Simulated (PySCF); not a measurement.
## `O1[C@@H]([SiH2]F)C[C@@H]1O[SiH3]`, C₃H₉FO₂Si₂

Molfile (atoms numbered from 1):
```
C3H9FO2Si2
     RDKit          3D

 17 17  0  0  0  0  0  0  0  0999 V2000
   -3.6462   -0.7943    0.4483 F   0  0  0  0  0  0  0  0  0  0  0  0
   -2.5754    0.3604    0.8025 Si  0  0  0  0  0  4  0  0  0  0  0  0
   -0.8625   -0.3541    0.3935 C   0  0  1  0  0  0  0  0  0  0  0  0
   -0.4498   -0.4437   -1.0823 C   0  0  0  0  0  0  0  0  0  0  0  0
    0.5429    0.6708   -0.7283 C   0  0  2  0  0  0  0  0  0  0  0  0
    1.8617    0.3719   -0.9047 O   0  0  0  0  0  0  0  0  0  0  0  0
    2.8019   -0.2253    0.2949 Si  0  0  0  0  0  4  0  0  0  0  0  0
    0.1425    0.6689    0.6326 O   0  0  0  0  0  0  0  0  0  0  0  0
   -2.7145    0.6295    2.2224 H   0  0  0  0  0  0  0  0  0  0  0  0
   -2.9002    1.4682   -0.0819 H   0  0  0  0  0  0  0  0  0  0  0  0
   -0.6173   -1.2539    0.9685 H   0  0  0  0  0  0  0  0  0  0  0  0
    0.0468   -1.3688   -1.3642 H   0  0  0  0  0  0  0  0  0  0  0  0
   -1.2083   -0.1849   -1.8165 H   0  0  0  0  0  0  0  0  0  0  0  0
    0.3439    1.6446   -1.2019 H   0  0  0  0  0  0  0  0  0  0  0  0
    2.9609    0.7352    1.3826 H   0  0  0  0  0  0  0  0  0  0  0  0
    4.0009   -0.4299   -0.5036 H   0  0  0  0  0  0  0  0  0  0  0  0
    2.2656   -1.4826    0.8271 H   0  0  0  0  0  0  0  0  0  0  0  0
  1  2  1  0
  2  3  1  0
  3  4  1  0
  4  5  1  0
  5  6  1  0
  6  7  1  0
  5  8  1  0
  8  3  1  0
  2  9  1  0
  2 10  1  0
  3 11  1  1
  4 12  1  0
  4 13  1  0
  5 14  1  6
  7 15  1  0
  7 16  1  0
  7 17  1  0
M  END
```

Level of theory: TDDFT BHandHLYP/def2-SVPD circular dichroism and optical rotation, one conformer, gas phase in PySCF. Geometry: GFN2-xTB.

The molecule is flexible and this is one conformer; a measurement averages over conformers.

(1) Draw the ECD and absorption spectra from the lowest 12 states, each a Gaussian of half-width 0.3 eV at 1/e height.

## Answers

(1) 
| E (eV) | λ (nm) | Δε (L mol⁻¹ cm⁻¹) | ε (L mol⁻¹ cm⁻¹) |
| --- | --- | --- | --- |
| 6.44 | 193 | -0.12 | 2.08 |
| 6.59 | 188 | -0.48 | 8.58 |
| 6.74 | 184 | -1.21 | 21.5 |
| 6.89 | 180 | -1.85 | 33.5 |
| 7.04 | 176 | -1.87 | 39.5 |
| 7.19 | 172 | -2.05 | 78.4 |
| 7.34 | 169 | -4.35 | 253 |
| 7.49 | 166 | -7.89 | 641 |
| 7.64 | 162 | -4.05 | 1150 |
| 7.79 | 159 | +15.30 | 1600 |
| 7.94 | 156 | +39.67 | 1890 |
| 8.09 | 153 | +49.76 | 2150 |
| 8.24 | 150 | +45.52 | 2840 |
| 8.39 | 148 | +38.84 | 4150 |
| 8.54 | 145 | +40.62 | 5910 |
| 8.69 | 143 | +56.04 | 7560 |

Δε uses R in velocity form, ε uses f in length form. Only the states computed contribute, so the short-wavelength end is incomplete.
